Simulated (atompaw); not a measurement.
## Reading a pseudo-wave (chlorine (Cl))

Columns: radius, all-electron u(r) and pseudo u(r) of the 3s shell (level -20.69 eV) of chlorine in the configuration [He] 2s2 2p6 3s2 3p5; LDA (PW92), scalar-relativistic, PAW (atompaw) scheme, atompaw 4.2.0.5.

```csv
r (bohr),all-electron,pseudo
0.035,0.2296,-0.2353
0.069,0.2040,-0.4536
0.104,0.0746,-0.6579
0.138,-0.0754,-0.8281
0.173,-0.2161,-0.9674
0.208,-0.3254,-1.0651
0.242,-0.3965,-1.1179
0.277,-0.4342,-1.1285
0.312,-0.4399,-1.0970
0.346,-0.4196,-1.0301
0.381,-0.3776,-0.9295
0.415,-0.3208,-0.8076
0.450,-0.2504,-0.6646
0.485,-0.1718,-0.5115
0.519,-0.0907,-0.3599
0.554,-0.0049,-0.2071
0.588,0.0786,-0.0666
0.623,0.1630,0.0663
0.658,0.2446,0.1853
0.692,0.3201,0.2869
0.727,0.3934,0.3775
0.762,0.4615,0.4555
0.796,0.5226,0.5210
0.831,0.5800,0.5799
0.865,0.6305,0.6305
0.900,0.6770,0.6770
```

Task: How many radial nodes do the two functions have?

Result: The all-electron 3s function has n − l − 1 = 2; the pseudo-wave has 1, since 1 lower shell of the same l stays in the valence.

Task: Is the pseudo-wave norm-conserving?

Result: No, it belongs to a PAW set: the norm inside the radius is not constrained, and the difference is carried by the augmentation charge.
